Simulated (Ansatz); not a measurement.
Mulliken charges of `[CH3][Ta]([OH])([OH])=[S]` from PBE/def2-TZVPP in Ansatz (PBE0-D4/def2-TZVP geometry).

```json
{"atom": "C1", "x (Å)": "-1.424", "y (Å)": "-0.447", "z (Å)": "-0.355", "charge (e)": "-0.417"}
{"atom": "Ta2", "x (Å)": "0.525", "y (Å)": "0.291", "z (Å)": "0.162", "charge (e)": "0.640"}
{"atom": "O3", "x (Å)": "1.100", "y (Å)": "-0.715", "z (Å)": "1.655", "charge (e)": "-0.347"}
{"atom": "O4", "x (Å)": "1.620", "y (Å)": "0.022", "z (Å)": "-1.355", "charge (e)": "-0.347"}
{"atom": "S5", "x (Å)": "0.249", "y (Å)": "2.388", "z (Å)": "0.628", "charge (e)": "-0.283"}
{"atom": "H6", "x (Å)": "-2.123", "y (Å)": "-0.324", "z (Å)": "0.478", "charge (e)": "0.115"}
{"atom": "H7", "x (Å)": "-1.831", "y (Å)": "0.092", "z (Å)": "-1.216", "charge (e)": "0.115"}
{"atom": "H8", "x (Å)": "-1.363", "y (Å)": "-1.512", "z (Å)": "-0.606", "charge (e)": "0.105"}
{"atom": "H9", "x (Å)": "1.275", "y (Å)": "-0.476", "z (Å)": "2.566", "charge (e)": "0.210"}
{"atom": "H10", "x (Å)": "2.055", "y (Å)": "0.631", "z (Å)": "-1.953", "charge (e)": "0.210"}
```

Q: By hand: the dipole of these point charges (1 e Å = 4.8032 D).

A: Σ q r = (0.017, -0.216, -0.050) e Å, of length 0.222 e Å = 1.07 D.

Q: How does the dipole of the full density compare? (Best estimate.)

A: Computed: (0.199, -0.339, -0.049) e Å, 1.90 D; the point charges give 0.56 times that, at 26° from its direction.

Point charges leave out the atoms' own dipoles, such as those of lone pairs, and Mulliken's split depends on the basis, so the two needn't agree.
